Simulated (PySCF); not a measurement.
Excitations are Tamm–Dancoff values on a coarser integration grid. The basis has no diffuse functions, so Rydberg states are missing or too high.

Cartesian coordinates (Å):
SMILES: [SiH3]c1cc(Cl)cc2sccc12
```xyz
18

Si     2.5487     0.2959     0.3070
C      0.7953    -0.3556     0.1224
C      0.5492    -1.7246     0.1723
C     -0.7548    -2.2328     0.0364
Cl    -0.9977    -3.9472     0.1073
C     -1.8458    -1.3989    -0.1520
C     -1.6054    -0.0234    -0.2031
S     -2.7927     1.2237    -0.4283
C     -1.5731     2.4499    -0.3458
C     -0.3214     1.9517    -0.1568
C     -0.3030     0.5176    -0.0693
H      2.9575     1.0682    -0.9064
H      2.6529     1.2101     1.4856
H      3.4691    -0.8641     0.4930
H      1.3663    -2.4342     0.3185
H     -2.8491    -1.8140    -0.2551
H     -1.8619     3.4960    -0.4446
H      0.5662     2.5818    -0.0812
```
Charge 0, spin multiplicity 1.

**Question.** What is the computed S1 excitation (TDA), HOMO–LUMO gap and S1–T1 gap (TDA) (PBE0-D3(BJ)/def2-TZVP // PBE0-D3(BJ)/def2-SVP (PySCF 2.14.0))?

**Answer.** 
The S1 excitation (TDA) comes out as 4.58 eV. The HOMO–LUMO gap is 5.14 eV and the S1–T1 gap (TDA) comes out as 1.41 eV.
